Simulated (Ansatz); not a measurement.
Which isomer of AlB2H3N gives these data?

These gas-phase data were calculated for one isomer of AlB2H3N at BLYP-D3(BJ)/def2-SVP (harmonic, unscaled wavenumbers; equilibrium rotational constants with average atomic masses):

| Item | Value |
| --- | --- |
| rotational constants | 125.3, 2.526, 2.519 GHz |
| all wavenumbers above 1500 cm⁻¹ | 2796, 2605, 2492, 1790 |

Candidates:

(1) `BB=[N][AlH]`, a doublet
(2) `B=[N][Al][BH2]`, a doublet

Which structure fits?

Candidate (2). 3 modes lie between 2350 and 2900 cm⁻¹, one for each B–H bond, while (1) has 2.

The same quantities for all candidates:

```
     rotational constants (GHz)  wavenumbers above 1500 cm⁻¹  E above the lowest, BLYP-D3(BJ)/def2-SVP (kcal/mol)
(1)          125.7, 2.19, 2.187       2597, 2518, 1823, 1771                                                  0.5
(2)         125.3, 2.526, 2.519       2796, 2605, 2492, 1790                                                  0.0
```

Each candidate is one conformer. Open shells are spin-unrestricted. Programs: Ansatz 0.2.0.
